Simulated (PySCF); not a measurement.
# Be (beryllium, neutral) across methods

[He] 2s1 3d1, high-spin 3D determinant (an excited configuration). Computed with PySCF 2.14 in aug-cc-pCVTZ (7s6p4d2f, 59 functions), with no relativity, point nucleus.

```tsv
method	E (hartree)	mean ε 1s β (eV)	mean ε 2s α (eV)	mean ε 3d α (eV)	Σ⟨r²⟩ (bohr²)	⟨S²⟩
MN15	-14.3424	-117.02	-9.933	1.302	33.23	2.000
r2SCAN	-14.3532	-114.20	-9.244	0.883	34.43	2.000
PBE0	-14.3369	-117.43	-10.012	0.469	34.32	2.000
HSE06	-14.3403	-117.03	-9.614	0.785	34.37	2.000
wB97X	-14.3503	-119.44	-12.027	-0.457	34.35	2.000
wB97M-V	-14.3439	-120.15	-11.717	0.060	33.68	2.000
PBE	-14.3359	-111.74	-9.034	0.746	34.29	2.000
LDA	-14.1476	-110.45	-8.962	0.936	34.27	2.000
```

Question: Estimate the same row for UHF.

Answer: E (hartree) = -14.28023; mean ε 1s β (eV) = -133.70; mean ε 2s α (eV) = -12.574; mean ε 3d α (eV) = -0.097; Σ⟨r²⟩ (bohr²) = 34.59; ⟨S²⟩ = 2.000.

The outer electron is Rydberg-like, and this basis confines it to a smaller radius and binds it less than a complete one would.

The highest occupied level is positive at MN15, r2SCAN, PBE0, HSE06, wB97M-V, PBE, LDA: only the finite basis holds that electron, which in a density functional comes from self-interaction.
